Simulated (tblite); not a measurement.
Start geometry of `OCc1cc[c]cc1` [radical] from a force field or distance geometry (Å):
```
atom  x, y, z in Å
O1     2.5771    0.1748    0.6649
C2     1.7735    0.1255   -0.4625
C3     0.3320    0.0195   -0.1943
C4    -0.4170    1.1924   -0.0946
C5    -1.7716    1.0798    0.1588
C6    -2.4340   -0.1242    0.2812
C7    -1.6738   -1.2738    0.1656
C8    -0.3067   -1.1841   -0.0649
H9     2.1776   -0.1088    1.5066
H10    1.9395    1.0568   -1.0265
H11    2.0254   -0.7249   -1.1411
H12    0.0440    2.1554   -0.1795
H13   -2.3726    1.9742    0.2523
H14   -2.1619   -2.2494    0.2666
H15    0.2641   -2.1051   -0.1546
```

Q: What comes out of this run: GFN2-xTB geometry optimisation, gas phase (tblite)?

A: 
```
atom  x, y, z in Å
O1     2.4888    0.3616    0.7355
C2     1.7778    0.1425   -0.4659
C3     0.2879    0.0447   -0.2320
C4    -0.4665    1.2023   -0.0955
C5    -1.8306    1.1253    0.1745
C6    -2.3751   -0.1184    0.2988
C7    -1.6831   -1.2865    0.1787
C8    -0.3183   -1.1964   -0.0892
H9     2.2674   -0.3406    1.3574
H10    2.0101    1.0029   -1.0980
H11    2.1414   -0.7686   -0.9639
H12    0.0073    2.1681   -0.1958
H13   -2.4186    2.0243    0.2793
H14   -2.1568   -2.2507    0.2861
H15    0.2638   -2.1026   -0.1919
```

The energy falls by 7.0 kcal/mol over 53 L-BFGS steps, the largest force on an atom goes from 2.22 to 0.010 eV/Å, and the atoms move by 0.121 Å rms after alignment. The bond that changes most is C2–C3 (ends: carbon bonded to C, O and 2 H; carbon bonded to 3 C), which lengthens by 0.041 Å. Bonds longer at the end by more than 0.005 Å: 5 of 15; shorter: 8. Among the angles that change most is C2–O1–H9, from 117.1° to 108.7°. Among the dihedrals that turn most is H9–O1–C2–H10, from 136° to 176°. Rotational constants go from 4896, 1531, 1260 to 4689, 1551, 1268 MHz. The orientation of the end geometry is arbitrary; only internal coordinates are fixed.

On one thread, Arm Neoverse V2 (aarch64), shared host, this took 0.22 s of wall time.

Its lowest GFN2-xTB frequency is 9i cm⁻¹, too small to tell a flat minimum from a shallow saddle. 2 starts were optimised and ended at 0.00 and 1.25 kcal/mol (GFN2-xTB); the lowest of these is shown.

One conformer stands for the species.

The numbers are calculated, not measured.
